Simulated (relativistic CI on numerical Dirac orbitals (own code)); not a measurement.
Crystal-field levels of Ni³⁺, 3d7

Calculated by Dirac-Coulomb-Breit CI, separate exchange-only KLI orbitals for each configuration, a model potential for QED, valence Slater integrals scaled by 0.75, one configuration in a parametric crystal field (own radial code).

Field parameters in Wybourne normalisation: Td as Oh with Dq negative (B⁴₀ = 21Dq, B⁴₄ = √(5/14) B⁴₀). The field is a parameter set, without covalency.

S and J are read from ⟨S²⟩ = S(S + 1) and ⟨J²⟩ = J(J + 1) of each level; they are not fictitious spins.

Td, 10Dq = -1800 cm⁻¹, the lowest 16 levels:

```
E (cm⁻¹)  Degeneracy  Irrep     S     J
     0.0           4     Γ8  1.50  4.18
    1543           4     Γ8  1.50  4.35
    1837           2     Γ6  1.50  4.13
    2415           4     Γ8  1.50  3.27
    2458           2     Γ7  1.50  3.35
    2908           2     Γ6  1.50  3.92
    3638           4     Γ8  1.50  3.14
    4271           2     Γ7  1.50  2.68
    4567           4     Γ8  1.50  1.98
   17464           4     Γ8  0.51  4.49
   17498           2     Γ6  0.51  4.47
   18278           4     Γ8  1.30  3.00
   18308           2     Γ7  1.49  2.50
   18391           4     Γ8  0.98  3.51
   18537           4     Γ8  1.16  2.85
   18807           4     Γ8  0.74  3.36
```

Td, 10Dq = -17950 cm⁻¹, the lowest 16 levels:

```
E (cm⁻¹)  Degeneracy  Irrep     S     J
     0.0           4     Γ8  1.50  3.60
   17342           4     Γ8  1.37  3.90
   17719           2     Γ6  1.47  3.73
   18068           4     Γ8  1.49  3.37
   18307           2     Γ7  1.50  3.20
   19742           4     Γ8  0.73  4.08
   20327           2     Γ6  0.57  3.87
   20496           4     Γ8  0.54  4.01
   26889           2     Γ6  1.49  3.61
   26994           2     Γ7  1.21  3.16
   27165           4     Γ8  1.41  3.20
   27516           4     Γ8  1.45  2.79
   28739           2     Γ7  0.94  3.59
   28908           4     Γ8  0.73  3.50
   34223           2     Γ6  0.52  4.01
   37178           4     Γ8  0.50  4.55
```

Td, 10Dq = -16500 cm⁻¹, the lowest 10 levels:

```csv
E (cm⁻¹),Degeneracy,Irrep,S,J
0.0,4,Γ8,1.50,3.61
16047,4,Γ8,1.44,3.88
16310,2,Γ6,1.49,3.73
16640,4,Γ8,1.49,3.36
16861,2,Γ7,1.50,3.21
19516,4,Γ8,0.61,4.14
20200,2,Γ6,0.54,3.90
20403,4,Γ8,0.54,4.00
25047,2,Γ6,1.49,3.71
25442,4,Γ8,1.47,3.29
```

Td, 10Dq = -15000 cm⁻¹, the lowest 16 levels:

| E (cm⁻¹) | Degeneracy | Irrep | S | J |
| --- | --- | --- | --- | --- |
| 0.0 | 4 | Γ8 | 1.50 | 3.62 |
| 14621 | 4 | Γ8 | 1.47 | 3.87 |
| 14833 | 2 | Γ6 | 1.49 | 3.73 |
| 15155 | 4 | Γ8 | 1.50 | 3.35 |
| 15367 | 2 | Γ7 | 1.50 | 3.21 |
| 19359 | 4 | Γ8 | 0.56 | 4.18 |
| 20060 | 2 | Γ6 | 0.55 | 3.92 |
| 20283 | 4 | Γ8 | 0.57 | 3.97 |
| 23099 | 2 | Γ6 | 1.47 | 3.81 |
| 23570 | 4 | Γ8 | 1.46 | 3.39 |
| 23775 | 2 | Γ7 | 1.46 | 2.80 |
| 23971 | 4 | Γ8 | 1.49 | 2.63 |
| 27542 | 2 | Γ7 | 0.57 | 3.87 |
| 27905 | 4 | Γ8 | 0.53 | 3.65 |
| 31292 | 2 | Γ6 | 0.52 | 4.00 |
| 34161 | 4 | Γ8 | 0.50 | 4.59 |

Td, 10Dq = -13550 cm⁻¹, the lowest 10 levels:

```
E (cm⁻¹)  Degeneracy  Irrep     S     J
     0.0           4     Γ8  1.50  3.63
   13210           4     Γ8  1.48  3.88
   13399           2     Γ6  1.49  3.73
   13718           4     Γ8  1.50  3.35
   13923           2     Γ7  1.50  3.21
   19230           4     Γ8  0.54  4.21
   19833           2     Γ6  0.70  3.93
   20058           4     Γ8  0.72  3.86
   21239           2     Γ6  1.39  3.92
   21788           4     Γ8  1.37  3.55
```

The free-ion ground term has S = 3/2. Every field shown keeps that spin.

Levels of this model without a field, named by their leading LS term (the scale mimics covalency, so terms lie below those of the real free ion): 4F_9/2 0, 4F_7/2 1160, 4F_5/2 1988, 4F_3/2 2547, 2G_9/2 16732, 4P_5/2 16819, 4P_3/2 17079, 4P_1/2 17642 cm⁻¹.
